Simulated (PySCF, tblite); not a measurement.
Isomers of C10H9P, one GFN2-xTB conformer each. Single-point energies are computed at PBE0/pcSseg-1 (PySCF, gas phase, no added dispersion term), electronic only.

```csv
SMILES,GFN2-xTB relative energy (kJ/mol)
Cc1pccc2ccccc12,6.2
Cc1ccpc2ccccc12,0.0
Cc1cpcc2ccccc12,0.0
C#CP1CCc2ccccc21,140.6
```

Conformers: `[CH:1]#[C:2][P:3]1[CH2:4][CH2:5][c:6]2[cH:7][cH:8][cH:9][cH:10][c:11]21` with C2–P3–C4–C5 70°, P3–C4–C5–C6 31°, C4–C5–C6–C7 160°, C2–P3–C11–C10 98°.

Problem. What does PBE0/pcSseg-1 give for the same structures?

Solution. 
```csv
SMILES,PBE0/pcSseg-1 E (Eh),PBE0/pcSseg-1 (kJ/mol),GFN2-xTB (kJ/mol),point group
Cc1ccpc2ccccc12,-727.18078,0.0,0.0,Cs
Cc1cpcc2ccccc12,-727.18017,1.6,0.0,Cs
Cc1pccc2ccccc12,-727.17925,4.0,6.2,Cs
C#CP1CCc2ccccc21,-727.11551,171.4,140.6,C1
```

GFN2-xTB puts Cc1cpcc2ccccc12 lowest instead; measured from each level's own lowest isomer, the values differ by up to 30.8 kJ/mol (C#CP1CCc2ccccc21: 140.6 against 171.4). As drawn, the highest has a C≡C bond, which the lowest lacks. Neighbours under 10 kJ/mol apart (Cc1ccpc2ccccc12 and Cc1cpcc2ccccc12; Cc1cpcc2ccccc12 and Cc1pccc2ccccc12) can change places with a better method, another conformer or zero-point energy.

Problem. Which frontier levels, dipoles and rotational constants go with these structures?

Solution. 
```
          SMILES  HOMO (eV, PBE0/pcSseg-1)  LUMO (eV)  dipole (D)       A, B, C (MHz)
 Cc1ccpc2ccccc12                     -6.24      -1.85        2.09   1412, 1058, 607.1
 Cc1cpcc2ccccc12                     -6.45      -1.81        2.22  1616, 907.4, 583.2
 Cc1pccc2ccccc12                     -6.41      -1.81        1.88  1786, 881.4, 592.4
C#CP1CCc2ccccc21                     -6.86      -0.60        1.66  1709, 803.3, 701.4
```

Problem. What happens when harmonic zero-point energies from GFN2-xTB frequencies are added?

Solution. 
| SMILES | ZPE (kJ/mol) | electronic (kJ/mol) | with ZPE (kJ/mol) |
| --- | --- | --- | --- |
| Cc1ccpc2ccccc12 | 406.5 | 0.0 | 0.0 |
| Cc1cpcc2ccccc12 | 406.5 | 1.6 | 1.7 |
| Cc1pccc2ccccc12 | 406.2 | 4.0 | 3.7 |
| C#CP1CCc2ccccc21 | 399.5 | 171.4 | 164.4 |

The zero-point energies span 7.0 kJ/mol. The order is unchanged.
